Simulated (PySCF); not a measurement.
Unknown compound

An unknown has the formula C$_{4}$H$_{13}$FSi$_{4}$. Its calculated NMR data are:

$^{1}$H NMR (400 MHz, computed): δ 5.85 (m, 1H), 4.79 (m, 1H), 4.73 (m, 1H), 4.72 (m, 1H), 4.41 (m, 1H), 4.28 (m, 1H), 4.25 (m, 1H), 2.58 (m, 1H), 2.51 (m, 1H), 1.92 (m, 1H), 1.90 (m, 1H), 1.67 (m, 1H), 1.53 (m, 1H).

$^{13}$C{$^{1}$H} NMR (computed): δ 46.7, 30.5, 22.3, 19.2.

Computed data (PySCF 2.14): structure optimised with GFN2-xTB, GIAO PBE0/pcSseg-1 shieldings. Non-relativistic, single conformer, in vacuum.

Scale: $^{1}$H (31.72 ppm), $^{13}$C (186.93 ppm) vs TMS (reference shieldings calculated alike).

Problem. Which of these isomers gave the spectra?
A. F[Si@@H]1[SiH2][SiH2][Si@H]1C1CCC1
B. F[Si@@H]1CC[C@@H]1C1[SiH2][SiH2][SiH2]1
C. C=C(C)[Si@@]1(F)[SiH2][SiH2][Si@@H]1C

Solution. B. 

- Rings plus π bonds: 2 (2 rings in the answer).
- 4 carbon signals for 4 carbons: no two carbons are equivalent.
- Carbon types of the structure: 2 × CH, 2 × CH2, leaving 7 H on heteroatoms.
- δC 46.7: sp3 CH bonded to Si.
- δC 30.5: sp3 CH2 in a ring; a saturated carbon with 2 carbon neighbours and no heteroatom attached.
- δC 22.3: sp3 CH2 bonded to Si.
- δH 4.79, 4.73, 4.72, 4.25: hydrogen on a silicon bonded to C, Si, in a 4-membered ring.
- δH 4.41, 4.28: hydrogen on a silicon bonded to 2 Si, in a 4-membered ring.

The others: C=C(C)[Si@@]1(F)[SiH2][SiH2][Si@@H]1C would give 9 signals for carbon-bound and other non-exchanging H, not 13; F[Si@@H]1[SiH2][SiH2][Si@H]1C1CCC1 has carbons computed at 27.4, 27.0, 19.9, 16.9, with a different DEPT pattern.

Splittings by $^{19}$F in the carbon and heteronuclear signals aren't shown, as no couplings were computed. Shifts are as computed. Against solution values, carbons near 30 ppm lie about +3 ppm off and those near 130 ppm about +5 ppm. Of 1309 compounds with measured shifts, 239 miss one by over three times the rms of a fit or turn the order of signals round; such compounds aren't used in these exercises. Multiplicities follow the n + 1 count of equivalent neighbours, as no J values were calculated; m marks all less simple cases, F and P coupling included.
